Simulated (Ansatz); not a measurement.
`[SiH3]B[CH2][InH2]` + CH₃OH → `C[O][InH2]` + `CB[SiH3]` at 600 K and 1 bar (ligand exchange at the In–C bond).

Computed with Ansatz on PBE0-D4/def2-TZVP structures; ΔE is electronic, products minus reactants. CCSD(T)/CBS adds triple-zeta CCSD(T) − MP2 to the extrapolated MP2 energy (def2 sets, frozen cores). This one scheme is used for every species. Elements past krypton have def2 core potentials. For In outer-core shells are correlated without core-valence functions, which leaves a few kJ/mol of doubt a bond. One conformer a species, not always the lowest.

| species | CCSD(T)/CBS energy (Eh) | H − E (kJ/mol) | S (J/(mol·K)) |
| --- | --- | --- | --- |
| `[SiH3]B[CH2][InH2]` | -546.51356 | 271.0 | 473.5 |
| CH₃OH | -115.61712 | 163.6 | 277.3 |
| `C[O][InH2]` | -306.01914 | 186.3 | 386.5 |
| `CB[SiH3]` | -356.10570 | 243.9 | 396.6 |

H − E and S are ideal-gas, rigid-rotor, harmonic terms from PBE0-D4/def2-TZVP, for one conformer and one mirror image of each species. 1 Eh = 2625.50 kJ/mol, R = 8.31446 J/(mol·K).

Task: By hand: ΔE, ΔH, ΔS and ΔG.

Result: ΔE = (-306.01914) + (-356.10570) − (-546.51356) − (-115.61712) = 0.00584 Eh = 15.3 kJ/mol. Δ(H − E) = 186.3 + 243.9 − 271.0 − 163.6 = -4.4, so ΔH = 10.9 kJ/mol. ΔS = 386.5 + 396.6 − 473.5 − 277.3 = 32.3 J/(mol·K). ΔG = 10.9 − 600 × (32.3)/1000 = -8.5 kJ/mol.

Task: By hand: the equilibrium constant, and the temperature at which ΔG would vanish if ΔH and ΔS stayed fixed.

Result: log₁₀ K = −ΔG/(RT ln 10) = 0.7. ΔG = 0 at ΔH/ΔS = 337 K.

TΔS isn't small against ΔH here. A doubt of 5 kJ/mol in ΔE shifts log₁₀ K by 0.4 here. Other conformers and mirror images would add mixing entropy, several J/(mol·K) or more a flexible species. Modes under 60 cm⁻¹, often nearly free rotors, make the harmonic entropy too high. These are equilibria of isolated gas molecules and say nothing of rates. Largest T1 diagnostic: 0.017 (customary marks: 0.02 for closed shells, 0.045 for open ones).
